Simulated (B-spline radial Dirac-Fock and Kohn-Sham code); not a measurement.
The computed values come from a radial B-spline solver: the Dirac equation of a negative muon with reduced mass in the field of a spherical finite nucleus, with the Uehling potential to all orders; nuclear polarisation, deformation, hyperfine structure, self-energy, higher-order vacuum polarisation, relativistic recoil and electron screening are left out. The nuclear charge is a Fermi distribution (skin thickness 2.3 fm).

Problem. A muonic atom of atomic mass 152.92 u emits these computed lines: 2p3/2 → 1s1/2 4446 keV, 3d5/2 → 2p3/2 1491 keV, 4f7/2 → 3d5/2 532.9 keV, 5g9/2 → 4f7/2 245.4 keV. Which element is it, and what rms charge radius was used?

Solution. Samarium (Z = 62, nuclide ¹⁵³Sm); the high transitions hardly feel the nucleus and fix Z. The 2p → 1s line lies 4241 keV below the value for a point nucleus without QED, which for this nuclear model gives a radius near 5.09 fm (5.0925 fm was used).
